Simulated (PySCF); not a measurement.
Cartesian coordinates (Å):
```xyz
10

C     -1.6670     0.1458    -0.1311
N     -0.3519     0.6051    -0.3973
Si     1.0734    -0.3080    -0.0248
O      2.3857     0.6717    -0.0546
H     -1.7832    -0.3509     0.8434
H     -1.9375    -0.6119    -0.8860
H     -2.4024     0.9516    -0.2166
H      1.1481    -1.3769    -1.0636
H      1.0529    -0.9074     1.3347
H      2.4293     1.3121    -0.7668
```
Charge 0, spin multiplicity 2.

Q: What is the computed total energy, highest occupied spin orbital and dipole moment (PySCF with PBE0-D4/def2-TZVP)?

A: 
The total energy is -460.9466 Ha and the highest occupied spin orbital is -7.16 eV. The dipole moment is 1.56 D.
